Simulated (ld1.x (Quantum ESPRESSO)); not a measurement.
## Bi, PAW: configuration errors across variants

```
Element                 : bismuth (Bi)
Generator               : ld1.x (Quantum ESPRESSO) 7.5
Type                    : PAW
Functional              : LDA (PZ)
Relativity              : scalar-relativistic
Frozen core             : [Xe] 4f14
Valence charge          : 15
Reference configuration : 5d10 6s1 6p4
Partial waves           : 6s (bound): rcut 1.85, rcutus 2.00 bohr; 6s channel at -0.4 Ry: rcut 1.85, rcutus 2.00 bohr; 6p (bound): rcut 1.85, rcutus 2.25 bohr; 6p channel at 1.35 Ry: rcut 1.85, rcutus 2.25 bohr; 5d (bound): rcut 1.90, rcutus 2.25 bohr; 5d channel at -1.25 Ry: rcut 1.90, rcutus 2.25 bohr
Local potential         : all-electron potential smoothed inside 1.95 bohr (lloc = -2)
Core correction         : a·sin(br)/r model core, default radius (ld1.x builds one for every PAW set, though the input has nlcc=.false.)
Augmentation charge     : BESSEL, radius 2.05 bohr
```

All-electron excitation energies from the reference (eV): (1) 5d10 6s2 6p3 -10.177; (2) 5d10 6s2 6p2 -2.023; (3) 5d10 6s2 6p1 13.542; (4) 5d10 6s1 6p3 8.872; (5) 5d9 6s2 6p4 13.946; (6) 5d10 6s0 6p5 10.544; (7) 5d10 6s2 6p0 37.257; (8) 5d10 6s1 6p4 spin -1.023; (9) 5d10 6s2 6p3 spin -11.201.

Spin tests fill each open shell by Hund’s rule, majority spin first.

The overlap operator is not positive definite (basis up to 400 Ry) in “waves 5d (bound): rcut 1.90, rcutus 3.42 bohr; 5d channel at -1.25 Ry: rcut 1.90, rcutus 3.42 bohr”. Such files are unfit for use, however small their errors in these radial tests.

1 further variants failed, have other tests or too few solved ones, and are left out.

Errors AE − PS in meV (a dash: test not solved or not reliable):

| change | (1) | (2) | (3) | (4) | (5) | (6) | (7) | (8) | (9) | bound ghosts |
| --- | --- | --- | --- | --- | --- | --- | --- | --- | --- | --- |
| base | +1.1 | -2.3 | -8.9 | -3.9 | -61 | -2.2 | -21 | -0.8 | +1.4 | none |
| waves 5d (bound): rcut 1.82, rcutus 1.92 bohr; 5d channel at -1.25 Ry: rcut 1.82, rcutus 1.92 bohr | +1.3 | -2.1 | -8.8 | -3.9 | -54 | -2.1 | -21 | -0.7 | +1.5 | none |
| waves 5d (bound): rcut 1.90, rcutus 2.18 bohr; 5d channel at -1.25 Ry: rcut 1.90, rcutus 2.18 bohr | +1.2 | -2.3 | -8.9 | -3.8 | -59 | -2.1 | -21 | -0.7 | +1.4 | none |
| waves 5d (bound): rcut 1.90, rcutus 2.36 bohr; 5d channel at -1.25 Ry: rcut 1.90, rcutus 2.36 bohr | +1.2 | -2.3 | -9.0 | -3.9 | – | – | – | – | – | none |
| waves 5d (bound): rcut 1.90, rcutus 2.60 bohr; 5d channel at -1.25 Ry: rcut 1.90, rcutus 2.60 bohr | +0.9 | -2.4 | -9.2 | -4.0 | – | – | – | – | – | none |
| waves 5d (bound): rcut 1.90, rcutus 2.96 bohr; 5d channel at -1.25 Ry: rcut 1.90, rcutus 2.96 bohr | – | – | – | – | – | – | – | – | – | none |
| waves 5d (bound): rcut 1.90, rcutus 3.12 bohr; 5d channel at -1.25 Ry: rcut 1.90, rcutus 3.12 bohr | – | – | – | – | – | – | – | – | – | none |
| waves 5d (bound): rcut 1.90, rcutus 3.42 bohr; 5d channel at -1.25 Ry: rcut 1.90, rcutus 3.42 bohr | – | – | – | – | – | – | – | – | – | not determined (overlap not positive) |

Task: Give the same row for: waves 5d (bound): rcut 1.66, rcutus 1.76 bohr; 5d channel at -1.25 Ry: rcut 1.66, rcutus 1.76 bohr.

Result: +1.4, -1.8, -8.1, -3.9, -52, -1.9, -20, -0.8, +1.9; bound ghosts: none.
